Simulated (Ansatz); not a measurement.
MnO2⁻, relaxed as a singlet with RKS PBE0-D4/def2-TZVPD in Ansatz, starting from the GFN1-xTB geometry. Force threshold 0.02 eV/Å.

The structure holds 1 bond(s) between oxygen atoms. The restricted singlet is unstable towards broken spin symmetry in Hartree–Fock (as tested in another run); at PBE0-D4/def2-TZVPD this wasn't settled. The highest occupied level of the charge -1 singlet lies above zero (up to 0.42 eV). The electron is either unbound and held by the finite basis, or the level is raised by self-interaction error. The relaxation made no stability test and no search for a lower SCF solution. No other spin state of charge -1 was run. Another isomer (quintet) lies 6.00 eV lower at PBE0-D4/def2-TZVPD; other spin states weren't run for this one.

Start:

```xyz
3

Mn    0.3296   -0.8693   -0.5037
O     0.5160    0.7640    0.1176
O    -0.8457    0.1053    0.3861
```

| step | energy (eV) | largest force component (eV/Å) | SCF passes |
| --- | --- | --- | --- |
| 1 | -35400.5775 | 2.396 | 29 |
| 2 | -35400.7644 | 1.459 | 34 |
| 3 | -35400.8346 | 0.769 | 44 |
| 4 | -35400.8495 | 0.041 | 37 |
| 5 | -35400.8495 | 0.010 | 39 |

Force components are those of the run's own axes.

End:

```xyz
3

Mn    0.337   -0.895   -0.517
O     0.445    0.747    0.139
O    -0.782    0.148    0.378
```

By distances, no bond broke or formed. The bond that changes most is O2–O3, from 1.54 to 1.39 Å (atoms count from 1).

No frequencies were taken in this run, so the end may be a saddle point.

Hardware: 4 threads of Arm Neoverse N1 on a shared host. Wall time 8.5 s.
